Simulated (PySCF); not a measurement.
**SeO and its ions**

ROHF-CCSD(T); PySCF, no relativity, basis sets Se aug-pcseg-1, O aug-pcseg-1. Neutral (ROHF): triplet (π ↑↑), Re = 1.693 Å, ωe = 856 cm⁻¹, De = 3.89 eV.

SeO⁻ (UHF): doublet (π ↑), Re = 1.785 Å, ωe = 687 cm⁻¹, De = 3.37 eV to Se⁻ + O. The energies at the minima are -2474.64848 hartree for SeO and -2474.69758 for SeO⁻.

Problem. Work out the adiabatic electron affinity, without and with harmonic zero-point energies (1 hartree = 27.2114 eV, 1 eV = 8065.5 cm⁻¹), and the change of the bond length.

Solution. At CCSD(T): 0.04910 hartree = 1.336 eV between the minima; the zero-point term (856.0 − 687.0)/2 cm⁻¹ = +0.010 eV makes it 1.347 eV. Re changes by +9.2 pm against the neutral. The electron enters a π orbital, and the longer bond of the ion fits an antibonding orbital, or a change in how ionic the bond is.

Correlated steps freeze 10 core orbitals. UHF and ROHF references stand side by side, which adds small steps between rows. Correlated levels converge slowly with the basis: in double zeta they bind strong bonds too weakly, by up to about 1 eV, and carry superposition errors of some tenths. Spin–orbit coupling is left out. For an ion De counts to the pair picked by the measured ionisation energies or electron affinities, which need not be the lowest pair at this level. The CCSD T1 diagnostic is raised in SeO⁻, a sign that a single reference may not be enough there. States were picked by a PBE0 search and need not be the measured ground states.

Neutral and ion stand on different kinds of reference determinant, which adds to the error of the difference.
